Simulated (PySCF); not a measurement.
# Spin-rotation constants: `CCO[Si@@H]([SiH3])OC`, C3H12O2Si2

Geometry:
```
atom   x (Å)   y (Å)   z (Å)
  C1   2.936  -0.485  -0.630
  C2   1.881   0.427  -0.023
  O3   0.717  -0.303   0.226
 Si4  -0.645   0.169   0.986
 Si5  -1.603   1.949  -0.119
  O6  -1.587  -1.146   1.067
  C7  -2.191  -1.878   0.046
  H8   3.149  -1.308   0.048
  H9   2.575  -0.897  -1.569
 H10   3.850   0.073  -0.812
 H11   2.248   0.860   0.916
 H12   1.655   1.255  -0.708
 H13  -0.403   0.316   2.422
 H14  -0.639   3.018  -0.430
 H15  -2.677   2.590   0.647
 H16  -2.203   1.606  -1.421
 H17  -2.965  -1.283  -0.449
 H18  -1.457  -2.194  -0.698
 H19  -2.651  -2.760   0.494
```

Method: GIAO CAM-B3LYP/pcSseg-1 magnetisability, rotational g tensor and spin-rotation constants, non-relativistic, gas phase in PySCF 2.14.0. Geometry: GFN2-xTB.

Problem. Give the nuclear spin-rotation constants along the inertial axes (H = +C I·J) beside the isotropic shieldings.

Solution. Rotational constants 1.9477, 1.1376, 0.8199 GHz. A star marks the isotopologue with that one atom substituted, in its own axes.
| atom | isotope | Caa (kHz) | Cbb (kHz) | Ccc (kHz) | mean (kHz) | σ (ppm) |
| --- | --- | --- | --- | --- | --- | --- |
| H8 | 1H | -0.198 | -0.013 | -0.066 | -0.092 | 30.2 |
| H9 | 1H | -0.201 | -0.121 | 0.013 | -0.103 | 30.2 |
| H10 | 1H | -0.034 | -0.080 | -0.096 | -0.070 | 30.8 |
| H11 | 1H | -0.175 | -0.114 | 0.030 | -0.086 | 27.9 |
| H12 | 1H | -0.179 | -0.006 | -0.045 | -0.077 | 27.9 |
| H13 | 1H | -0.169 | -0.104 | 0.046 | -0.075 | 26.7 |
| H14 | 1H | -0.105 | -0.010 | -0.083 | -0.066 | 28.6 |
| H15 | 1H | -0.013 | -0.094 | -0.063 | -0.057 | 28.8 |
| H16 | 1H | -0.177 | -0.107 | 0.019 | -0.088 | 28.5 |
| H17 | 1H | -0.058 | -0.052 | -0.065 | -0.059 | 28.1 |
| H18 | 1H | -0.012 | -0.103 | -0.044 | -0.053 | 27.8 |
| H19 | 1H | -0.142 | 0.032 | -0.086 | -0.065 | 27.8 |
| C1 | 13C* | 0.265 | 0.165 | 0.133 | 0.187 | 164.3 |
| C2 | 13C* | 0.375 | 0.220 | 0.191 | 0.262 | 125.2 |
| O3 | 17O* | -0.216 | -0.086 | -0.089 | -0.130 | 277.4 |
| Si4 | 29Si* | -1.200 | -0.700 | -0.529 | -0.810 | 356.4 |
| Si5 | 29Si* | -0.908 | -0.550 | -0.384 | -0.614 | 481.1 |
| O6 | 17O* | -0.065 | -0.078 | -0.103 | -0.082 | 304.8 |
| C7 | 13C* | 0.419 | 0.237 | 0.130 | 0.262 | 132.9 |

For the geometry as given, no vibrational averaging.

Problem. How do the rotational constants and the g tensor change when H8, H9, H10, H11, H12, H13, H14, H15, H16, H17, H18, H19 are replaced by deuterium?

Solution. Constants 1.6195, 0.9500, 0.6968 GHz; g -0.0203, -0.0106, -0.0069, against -0.0243, -0.0127, -0.0081 before.
